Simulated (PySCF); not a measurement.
H₆W, SMILES [WH6-], charge -1, multiplicity 2. Atoms are numbered in the order given.

```xyz
7

W      0.0000     0.0000     0.0000
H      1.3236    -0.7642    -0.9950
H      1.3236     0.7642     0.9950
H      0.0000    -1.5283     0.9950
H      0.0000     1.5283    -0.9950
H     -1.3236     0.7642     0.9950
H     -1.3236    -0.7642    -0.9950
```
Charge -1, spin multiplicity 2.

The structure is a stationary point at B3LYP-D3(BJ)/def2-TZVPD. A frequency run showed that this geometry is not a minimum. The spin state was assumed, not searched. The def2 effective core potentials stand for the cores of W; spin–orbit coupling is left out.

Computed with PBE/def2-TZVPD (PySCF).

The molecule is in vacuum.

Computed frontier levels, dipole moment and polarisability:
The α spin, highest occupied and lowest empty level is -1.40 and -1.15 eV and the β spin, highest occupied and lowest empty level is -1.43 and -0.71 eV. The dipole moment about the centre of nuclear charge comes out as 0.00 D, the mean static polarisability comes out as 112.2 bohr³ (16.63 Å³) and the polarisability, principal values comes out as 91.8, 92.8, 152.1 bohr³. The ⟨S²⟩ is 0.756 (pure state 0.75).
